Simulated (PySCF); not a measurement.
Compound: 3-(methylthio)thiophene, C5H6S2.
Numbering: `[CH3:1][S:2][c:3]1[cH:4][cH:5][s:6][cH:7]1`

Structure used (GFN2-xTB), in Å, numbered top down from 1:
```xyz
13
C5H6S2 angstrom
C      2.4607   -0.1035   -0.0015
S      1.2331    1.1591   -0.4359
C     -0.2787    0.3237   -0.1123
C     -1.5206    0.9787   -0.3398
C     -2.5802    0.1947   -0.0366
S     -2.0999   -1.3561    0.5315
C     -0.4355   -0.9428    0.3574
H      2.3279   -0.9756   -0.6346
H      2.3639   -0.3634    1.0483
H      3.4314    0.3456   -0.1855
H     -1.5885    1.9838   -0.7130
H     -3.6235    0.4272   -0.1111
H      0.3054   -1.6709    0.6155
```

Probes without a nucleus sit at each ring's centroid and 1 Å off its mean plane on both sides; NICS is minus the shielding there, NICSzz its component along the normal. Level: GIAO PBE0/pcSseg-1 (PySCF, non-relativistic, gas phase) on the GFN2-xTB geometry, one conformer.

Ring bond lengths (Å), with Mayer bond orders in brackets: C3–C4 1.422 (1.21), C4–C5 1.353 (1.60), C5–S6 1.720 (1.18), S6–C7 1.724 (1.15), C7–C3 1.360 (1.51).

Question: What do the NICS probes read (ppm)?

Answer: 
```csv
ring,type,NICS(0),"NICS(1), two faces","NICS(1)zz, two faces",rms pucker (Å),"centre to ring atoms, mean (Å)"
C3–C4–C5–S6–C7,5-membered ring with S; formal bonds all aromatic,-12.2,-10.8 / -10.8,-25.1 / -25.0,0.00,1.28
```

Question: What can be read from them?

Answer: 
- C3–C4–C5–S6–C7: mean NICS(1)zz -25.1 ppm, shielded. For a flat ring without four-coordinate atoms the NICS criterion counts such a value as aromatic.

Question: What does the geometric index give? HOMA takes Krygowski's 1993 parameters.

Answer: 
- C3–C4–C5–S6–C7: HOMA 0.76; the largest term is that of C4–C5, α(R − Ropt)² = 0.32. The geometric and the magnetic index point the same way.

Question: What field does 1 T along the ring normal induce along that normal at the second NICS(1) probe listed for ring C3–C4–C5–S6–C7, 1 Å off the ring?

Answer: NICSzz × B0 = -25.0 ppm × 1 T = -25 μT, against the applied field.

Question: What are the shieldings of the ring atoms and their hydrogens in the same run (means over atoms taken as equivalent)?

Answer: 
| atoms | environment | σ isotropic (ppm) |
| --- | --- | --- |
| C3 | substituted aromatic carbon | 44.2 |
| C4 | aromatic CH carbon | 57.1 |
| C5 | aromatic CH next to a ring sulfur | 51.8 |
| S6 | thiophene-type sulfur | 274.2 |
| C7 | aromatic CH next to a ring sulfur | 69.4 |
| H11 | aromatic hydrogen | 24.75 |
| H12 | aromatic hydrogen | 24.48 |
| H13 | aromatic hydrogen | 25.61 |
